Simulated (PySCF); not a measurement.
Te(NH2)(OSiH3), SMILES N[Te]O[SiH3] (H5NOSiTe), singlet, CAM-B3LYP/def2-SVP optimised geometry.

```
9

Te    -1.99    -1.23     0.00
N     -2.41     0.71     0.00
H     -2.16     1.23     0.84
H     -2.21     1.23    -0.85
O      0.01    -1.23     0.00
Si     1.01    -1.05    -1.32
H      0.81    -2.14    -2.32
H      2.41    -1.07    -0.83
H      0.76     0.25    -2.01
```

Density from PySCF with CAM-B3LYP/def2-TZVP, def2 effective core potentials past Kr at that geometry. The core electrons that the potentials of Te replace are not part of the density.

Minimum of the electron density along straight lines between bonded atoms, close to the bond critical point (lines longer than 1.1 times the sum of covalent radii, or with two minima, are not listed):

| bond | length / Å | ρ at the minimum / e bohr⁻³ | ∇²ρ there / e bohr⁻⁵ | position (fraction from the first atom) |
|---|---|---|---|---|
| Te1–N2 | 1.991 | 0.136 | 0.25 | 0.50 |
| N2–H3 | 1.016 | 0.333 | -1.64 | 0.74 |
| N2–H4 | 1.016 | 0.333 | -1.65 | 0.74 |
| Te1–O5 | 2.008 | 0.116 | 0.31 | 0.50 |
| O5–Si6 | 1.659 | 0.135 | 0.76 | 0.59 |
| Si6–H7 | 1.492 | 0.122 | 0.13 | 0.49 |
| Si6–H8 | 1.486 | 0.123 | 0.13 | 0.49 |
| Si6–H9 | 1.495 | 0.121 | 0.13 | 0.49 |
